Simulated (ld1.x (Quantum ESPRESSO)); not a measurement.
# Building the ultrasoft potential for P (Z = 15) (BLYP, scalar-relativistic).

Input for ld1.x (Quantum ESPRESSO) 7.5:

```
&input
   title='P', zed=15., rel=1, dft='BLYP', iswitch=3,
   config='[Ne] 3s2 3p2.5 3d-2',
   nld=3, rlderiv=1.65, eminld=-3.0, emaxld=5.0, deld=0.02
 /
 &inputp
   pseudotype=3, tm=.true., lloc=-2, rcloc=0.95,
   nlcc=.false.,
   which_augfun='PSQ', rmatch_augfun_nc=.true.,
   file_pseudopw='P.UPF', file_wfcaegen='ae.wfc', file_wfcncgen='nc.wfc', file_beta='beta', file_chi='chi', file_wfcusgen='us.wfc'
 /
6
3S  1  0   2.00   0.00  0.90  1.20  0.0
3S  1  0   0.00   1.10  0.90  1.20  0.0
3P  2  1   2.50   0.00  1.15  1.45  0.0
3P  2  1   0.00   4.45  1.15  1.45  0.0
3D  3  2  -2.00   0.20  1.35  1.50  0.0
3D  3  2  -2.00   2.20  1.35  1.50  0.0
 &test
   configts(1)='3s2 3p2.5'
 /
```

Command:

```bash
ld1.x < P.in > P.out
```

The program printed (shortened: banner, matrices, multipoles, cross overlaps and the repeated all-electron block are left out):

```
[... start of the log left out ...]
       Zero norm: self consistency problem; state:  2 (l=  1, j=0.0)
       Zero norm: self consistency problem; state:  1 (l=  0, j=0.0)
       Zero norm: self consistency problem; state:  2 (l=  1, j=0.0)
       Zero norm: self consistency problem; state:  1 (l=  0, j=0.0)
       Zero norm: self consistency problem; state:  2 (l=  1, j=0.0)
       Zero norm: self consistency problem; state:  1 (l=  0, j=0.0)
       Zero norm: self consistency problem; state:  2 (l=  1, j=0.0)
       Zero norm: self consistency problem; state:  1 (l=  0, j=0.0)
       Zero norm: self consistency problem; state:  2 (l=  1, j=0.0)
       Zero norm: self consistency problem; state:  1 (l=  0, j=0.0)
       Zero norm: self consistency problem; state:  2 (l=  1, j=0.0)
       Zero norm: self consistency problem; state:  1 (l=  0, j=0.0)
       Zero norm: self consistency problem; state:  2 (l=  1, j=0.0)
       Zero norm: self consistency problem; state:  1 (l=  0, j=0.0)
       Zero norm: self consistency problem; state:  2 (l=  1, j=0.0)
       Zero norm: self consistency problem; state:  1 (l=  0, j=0.0)
       Zero norm: self consistency problem; state:  2 (l=  1, j=0.0)
       Zero norm: self consistency problem; state:  1 (l=  0, j=0.0)
       Zero norm: self consistency problem; state:  2 (l=  1, j=0.0)
       Zero norm: self consistency problem; state:  1 (l=  0, j=0.0)
       Zero norm: self consistency problem; state:  2 (l=  1, j=0.0)
       Zero norm: self consistency problem; state:  1 (l=  0, j=0.0)
       Zero norm: self consistency problem; state:  2 (l=  1, j=0.0)
       Zero norm: self consistency problem; state:  1 (l=  0, j=0.0)
       Zero norm: self consistency problem; state:  2 (l=  1, j=0.0)
       Zero norm: self consistency problem; state:  1 (l=  0, j=0.0)
       Zero norm: self consistency problem; state:  2 (l=  1, j=0.0)
       Zero norm: self consistency problem; state:  1 (l=  0, j=0.0)
       Zero norm: self consistency problem; state:  2 (l=  1, j=0.0)

 %%%%%%%%%%%%%%%%%%%%%%%%%%%%%%%%%%%%%%%%%%%%%%%%%%%%%%%%%%%%%%%%%%%%%%%%%%%%%%
     Error in routine run_pseudo (1):
     Errors in PS-KS equation
 %%%%%%%%%%%%%%%%%%%%%%%%%%%%%%%%%%%%%%%%%%%%%%%%%%%%%%%%%%%%%%%%%%%%%%%%%%%%%%

     stopping ...
```

The run stopped because the pseudo-atom solver did not find the valence states with the expected number of nodes, which is the usual sign of a ghost state.

The run took about 0.84 s on one core of a shared server CPU.
